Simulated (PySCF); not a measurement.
Broadened absorption spectrum of C7H15As

Species: C7H15As.
SMILES with atom numbers: `[CH2:1]=[C:2]([CH3:3])[C@H:4]([AsH2:5])[CH2:6][CH2:7][CH3:8]` (hydrogens: H9, H10 on C1; H11, H12, H13 on C3; H14 on C4; H15, H16 on As5; H17, H18 on C6; H19, H20 on C7; H21, H22, H23 on C8)

The calculation used PySCF, TDDFT B3LYP/def2-SVPD, vertical, gas phase, core orbitals frozen in the response. The structure is a single PBE0-D3(BJ)/def2-SVP conformer in the gas phase; no vibrational or solvent corrections. Relativistic effects, spin–orbit coupling among them, are left out although an element past zinc is present. Torsions of this conformer, `[CH2:1]=[C:2]([CH3:3])[C@H:4]([AsH2:5])[CH2:6][CH2:7][CH3:8]`: C1–C2–C4–As5 -110°, C2–C4–C6–C7 -172°, C4–C6–C7–C8 176°, H–As5–C4–C2 152°, H–As5–C4–C2 59°.

Broadening: Gaussians 0.25 eV wide at half height, area fixed by f = 4.319×10⁻⁹ ∫ε dν̃. The width is an assumption, not a result. The curve ends short of the highest state used, and states not computed would add to its high-energy end.

```csv
E (eV),ε (L mol⁻¹ cm⁻¹)
5.23,19
5.27,67
5.31,207
5.34,440
5.38,1063
5.42,2230
5.45,3546
5.49,5833
5.53,8373
5.57,10534
5.60,11516
5.64,11696
5.68,10672
5.71,9369
5.75,7341
5.79,5364
5.82,4066
5.86,2690
5.90,1795
5.93,1486
5.97,1600
6.01,2314
6.05,3504
6.08,4542
6.12,5822
6.16,6708
6.19,7082
6.23,7406
6.27,7918
6.30,8593
6.34,9799
6.38,10945
6.42,11575
6.45,11633
6.49,11425
6.53,11407
```

Problem. Where are the band maxima, and which computed states make them?

Solution. 220 nm (5.63 eV), ε about 12000, made up of S1 (89%) and S2 (11%); 193 nm (6.44 eV), ε about 12000, made up of S4 (82%) (ε in L mol⁻¹ cm⁻¹; maxima over ε = 5, shares over 10%). At its high-energy end, 6.53 eV, the curve is still rising (ε about 11000, from S4, S5 and S6). The states used: S1 5.61 eV (f 0.098); S2 5.76 eV (f 0.028); S3 6.16 eV (f 0.057); S4 6.41 eV (f 0.092); S5 6.59 eV (f 0.025); S6 6.65 eV (f 0.054); S7 6.73 eV (f 0.010); S8 6.78 eV (f 0.090); S9 6.98 eV (f 0.115); S10 7.13 eV (f 0.039).

Problem. On this curve, what absorbance would a 10⁻⁵ mol/L sample give at 222 nm over a 1 cm path?

Solution. 222 nm is 5.585 eV, where ε is about 11000 L mol⁻¹ cm⁻¹, so A = ε c l ≈ 0.11 (Beer–Lambert, with the gas-phase spectrum and the assumed width).

Problem. Coming from long wavelengths, where does ε first pass 100 L mol⁻¹ cm⁻¹?

Solution. At about 235 nm (5.28 eV), 0.32 eV below S1.

Problem. What would ε be at 5.63 eV, the highest of these maxima, with half the width (0.125 eV)?

Solution. About 19700 L mol⁻¹ cm⁻¹ against 11800, a factor of about 1.7; a lone state at its own centre would give exactly 2.

All these states lie below the vertical ionisation energy of 8.40 eV (ΔSCF).
